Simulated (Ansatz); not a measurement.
One change: `CC[SiH](Cl)Cl` becomes `Cl[SiH](Cl)[O][GeH3]`.

Ansatz, PBE0-D4/def2-TZVP geometries, multiplicity 1. Each molecule was computed in one conformer, which needn't be the lowest.

Scalar relativity is left out up to krypton.

```
                                        property  `CC[SiH](Cl)Cl`
           HOMO–LUMO gap (B3LYP/def2-TZVPP) / eV             8.60
               HOMO energy (PBE/def2-TZVPP) / eV            -7.25
           HOMO energy (ωB97M-V/def2-TZVPP) / eV           -10.78
  size of the dipole moment (PBE/def2-TZVPP) / D             2.07
             LUMO energy (B3LYP/def2-TZVPP) / eV             0.24
size of the dipole moment (B3LYP/def2-TZVPP) / D             2.11
```

(1) Give the same properties after the change, and the shifts. (An estimate is asked.)

Answers

(1) Ansatz gave: 
```json
{"property": "HOMO–LUMO gap (B3LYP/def2-TZVPP) / eV", "`Cl[SiH](Cl)[O][GeH3]`": "8.23", "shift": "-0.37"}
{"property": "HOMO energy (PBE/def2-TZVPP) / eV", "`Cl[SiH](Cl)[O][GeH3]`": "-7.51", "shift": "-0.26"}
{"property": "HOMO energy (ωB97M-V/def2-TZVPP) / eV", "`Cl[SiH](Cl)[O][GeH3]`": "-11.25", "shift": "-0.47"}
{"property": "size of the dipole moment (PBE/def2-TZVPP) / D", "`Cl[SiH](Cl)[O][GeH3]`": "1.97", "shift": "-0.10"}
{"property": "LUMO energy (B3LYP/def2-TZVPP) / eV", "`Cl[SiH](Cl)[O][GeH3]`": "-0.46", "shift": "-0.70"}
{"property": "size of the dipole moment (B3LYP/def2-TZVPP) / D", "`Cl[SiH](Cl)[O][GeH3]`": "2.01", "shift": "-0.10"}
```

With PBE0 the HOMO falls by 0.41 eV and the LUMO falls by 0.70 eV, so the gap narrows by about 0.29 eV. PBE moves the HOMO by -0.26 eV and ωB97M-V by -0.47 eV. Dipoles are sizes alone; their direction can turn.

B3LYP here is the variant with VWN-RPA as its local correlation; programs differ in this.
